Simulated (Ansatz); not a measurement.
Species: C6H11, charge 0, multiplicity 2. It need not be the lowest isomer of its formula. SMILES: C(C)/C=C\C[CH2]
Geometry from a B3LYP-D3(BJ)/def2-TZVP (Ansatz, a first-principles code) optimisation:
```xyz
17

C      2.7798    -0.1710    -0.1258
C      1.4753     0.1070    -0.7896
C      0.5727     0.9820     0.0357
C     -0.5798     0.6418     0.6083
C     -1.2801    -0.6822     0.5524
C     -2.6257    -0.5969    -0.1771
H      3.6661    -0.3851    -0.7073
H      2.8342    -0.2714     0.9493
H      1.6578     0.5890    -1.7572
H      0.9674    -0.8370    -1.0320
H      0.9359     1.9944     0.1854
H     -1.1016     1.4089     1.1757
H     -1.4553    -1.0305     1.5762
H     -0.6518    -1.4363     0.0764
H     -3.2783     0.1439     0.2901
H     -2.4831    -0.3022    -1.2183
H     -3.1435    -1.5578    -0.1614
```
Charge 0, spin multiplicity 2.

Property: atomisation energy (electronic, to ground-state atoms), in kJ/mol. Cores are frozen in the correlated levels unless marked. UHF or UKS for open shells. No spin-orbit coupling. Non-relativistic unless marked X2C. The coupled-cluster limit lacks core correlation, which all-electron functionals hold. CBS(X,Y): correlation extrapolated as X^-3; Hartree-Fock from the larger set. The bracket is a focal-point correction in the basis named.

| level | program | atomisation energy (kJ/mol) |
|---|---|---|
| HF/STO-3G | Ansatz | 6395.3 |
| HF/6-31G | Ansatz | 5006.9 |
| HF/6-31G* | Ansatz | 5193.1 |
| HF/cc-pVTZ | Ansatz | 5198.7 |
| SVWN5/def2-TZVPD | Ansatz | 7761.3 |
| PBE/def2-TZVPD | Ansatz | 6958.8 |
| BLYP-D4/def2-TZVPD | Ansatz + dftd4 | 6819.7 |
| BLYP/def2-TZVPD | Ansatz | 6749.8 |
| r2SCAN-D4/def2-TZVPD | Ansatz + dftd4 | 6870.5 |
| PBE0/def2-SVP | Ansatz | 6950.7 |
| PBE0/def2-TZVPD | Ansatz | 6881.6 |
| BHLYP-D4/def2-TZVPD | Ansatz + dftd4 | 6700.4 |
| LC-wPBE-D4/def2-TZVPD | Ansatz + dftd4 | 6878.5 |
| LC-wPBE/def2-TZVPD | Ansatz | 6843.8 |
| B2GP-PLYP-D3(BJ)/def2-TZVPD | Ansatz + dftd3 | 6768.5 |
| B2GP-PLYP-D4/def2-TZVPD | Ansatz + dftd4 | 6763.8 |
| CCSD/cc-pVDZ | Ansatz | 6319.9 |
| CCSD(T)/cc-pVTZ | Ansatz | 6688.0 |
| X2C-CCSD(T)/cc-pVTZ-DK | Ansatz | 6683.4 |
| CCSD(T) with core electrons/cc-pwCVTZ | Ansatz | 6720.5 |
| RI-MP2/CBS(cc-pVTZ,cc-pVQZ)+[CCSD(T)-MP2]/cc-pVTZ | Ansatz | 6835.1 |
